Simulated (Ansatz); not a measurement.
Relative stability

The two ends of one reaction step of GeH$_{5}$ClO$_{2}$, singlet (PBE0-D4/def2-TZVP).

A:

```json
{"atom": "Ge1", "x (Å)": "-0.4958", "y (Å)": "1.1848", "z (Å)": "-0.1540"}
{"atom": "Cl2", "x (Å)": "0.9503", "y (Å)": "-2.2565", "z (Å)": "-1.9451"}
{"atom": "H3", "x (Å)": "-1.8778", "y (Å)": "0.6440", "z (Å)": "-0.5251"}
{"atom": "H4", "x (Å)": "-0.5382", "y (Å)": "2.1333", "z (Å)": "1.0488"}
{"atom": "H5", "x (Å)": "0.2832", "y (Å)": "1.7474", "z (Å)": "-1.3453"}
{"atom": "H6", "x (Å)": "0.8033", "y (Å)": "-1.4607", "z (Å)": "-0.9185"}
{"atom": "O7", "x (Å)": "0.5408", "y (Å)": "-0.2367", "z (Å)": "0.3366"}
{"atom": "O8", "x (Å)": "-0.1728", "y (Å)": "-0.8721", "z (Å)": "1.4084"}
{"atom": "H9", "x (Å)": "0.5070", "y (Å)": "-0.8838", "z (Å)": "2.0941"}
```

B:

```
9
angstrom
Ge -0.5269 1.0224 -1.0275
Cl 0.6594 -0.6777 -1.6937
H -1.8623 0.4684 -0.5330
H 0.2833 1.7369 0.0509
H -0.7037 1.8834 -2.2845
H 1.3777 -1.1367 0.5037
O 1.3020 -1.1046 1.4718
O -0.0499 -0.6853 1.6226
H -0.4797 -1.5070 1.8895
```

Ansatz 0.2.0; basis: def2-TZVPP; cores frozen in the correlated methods. Filled d shells of the heavier atoms are correlated. The def2 sets are not built for correlating such inner shells, so the correlated values are less sure here. B3LYP uses VWN-RPA correlation.

Q: Which structure is lower at CCSD(T), and by how much? (To be estimated.)

A: By the calculation: B, by 0.446 eV (electronic energy, against the other). By their contacts, A is a complex of GeH₄O₂ ([OH][O][GeH3]) + HCl and B is a complex of GeH₃Cl ([Cl][GeH3]) + H₂O₂ ([OH][OH]).

All methods give the same order:

```
      method  E(B) − E(A) (eV)
       SPW92            -0.395
      PBE-D4            -0.448
     BLYP-D4            -0.388
   r2SCAN-D4            -0.452
      B97M-V            -0.467
     PBE0-D4            -0.525
    B3LYP-D4            -0.455
  r2SCAN0-D4            -0.522
    BHLYP-D4            -0.529
CAM-B3LYP-D4            -0.438
     wB97X-V            -0.493
     wB97M-V            -0.519
      B2PLYP            -0.431
    PBE-QIDH            -0.511
  RPA on PBE            -0.425
          HF            -0.590
         MP2            -0.436
        CCSD            -0.473
     CCSD(T)            -0.446
```

No T1 diagnostic of these runs exceeds 0.012.

Labels in which every atom is bracketed show which atoms are joined, not bond orders.

For scale, one of the runs: CCSD(T)/def2-TZVPP, 222 basis functions (an equivalent command: `ansatz run in.yaml --threads 4`). Time: 2.6 min of wall clock on 4 CPU threads; the host was shared. Peak host memory: 3.6 GiB.
